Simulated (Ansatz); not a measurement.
A run for Ansatz (a quantum-chemistry and plane-wave program): R-wB97M-V/def2-TZVPPD on BrH5OSi (a complex), monomers drawn apart or pushed together. Files ending in .json are basis or fitting sets from the Basis Set Exchange.

Ansatz 0.2 input:
```yaml
crystal:
  periodic: [false, false, false]
  atoms:
    - {symbol: Br, position_ang: [-0.60941552, -1.15564798, -0.02079492]}
    - {symbol: H, position_ang: [-0.15485613, -0.42266917, 1.13543890]}
    - {symbol: O, position_ang: [0.67503565, 1.02104073, 4.08537104]}
    - {symbol: Si, position_ang: [0.17011848, 0.65503818, 5.63007973]}
    - {symbol: H, position_ang: [1.35975641, 1.68310897, 3.95862226]}
    - {symbol: H, position_ang: [1.29883716, 0.14770785, 6.44357382]}
    - {symbol: H, position_ang: [-0.85952236, -0.38462297, 5.45821196]}
    - {symbol: H, position_ang: [-0.39687876, 1.85256965, 6.29158468]}
basis:
  gaussian:
    orbitals: def2-TZVPPD.json
hamiltonian:
  xc: {name: wB97M-V}
scf: {lower_state_search: off}
```

Program output:

```
Functional definition: wB97M-V
[...]
these checks for a lower state are left out or cut short: stability, starts, cluster_reference, orbital_swaps, neighbouring_geometries, increment
integrals: 0.21 GiB planned
1238 factors; their error is unknown
integrals: 0.24 GiB planned
327 factors; integrals over basis functions are off by at most 3.8e-5 eV
mean field: 1.65 GiB planned
mean field evaluation 1: about -80045.4309 eV, gradient 4.7e1 eV
mean field evaluation 2: about -80044.2503 eV, gradient 5.5e1 eV
mean field evaluation 4: about -80049.0331 eV, gradient 8.2e-1 eV
mean field evaluation 8: about -80049.2359 eV, gradient 4.0e-1 eV
mean field evaluation 16: about -80049.2360 eV, gradient 8.1e-6 eV
mean field -80049.23598974 eV, -2941.7551633021 hartree, gradient 8.1e-6 eV, S^2 0.000000; 0 other end points of the search recorded, 0 dependent functions left out
reference -80049.23607000 eV, -2941.7551662515 hartree; 31, 31 occupied and 199, 199 virtual orbitals, 1238 factors
Total energy: -80049.23607000 eV, -2941.7551662515 hartree
Checks for a lower state left out: stability, starts, cluster_reference, orbital_swaps, neighbouring_geometries, increment
```

The run converged.

Cost: roughly 8 core-seconds.
